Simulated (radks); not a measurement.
Results of a calculation; reference values are marked as such.
Level of theory: non-relativistic Kohn-Sham, LDA (Slater exchange, VWN5 correlation), spin-polarised, spherical densities, point nucleus; open shells are filled with parallel spins first (spin-orbit coupling, left out, can overturn this in heavy ions) (a radial shooting solver on a logarithmic mesh with Libxc functionals). Response by self-consistent Sternheimer equations with the Hartree and adiabatic LDA kernel. For heavy and open-shell atoms this level of theory can miss by tens of per cent. Rank Ru+, Te+, Al, In, Ne+, Te2+, C2+, Se (NIST ground configurations) by static dipole polarisability, largest first.

Answer. In 73.91, Al 65.65, Se 27.52, Te+ 23.02, Ru+ 15.59, Te2+ 15.56, C2+ 4.257, Ne+ 1.408 bohr^3.
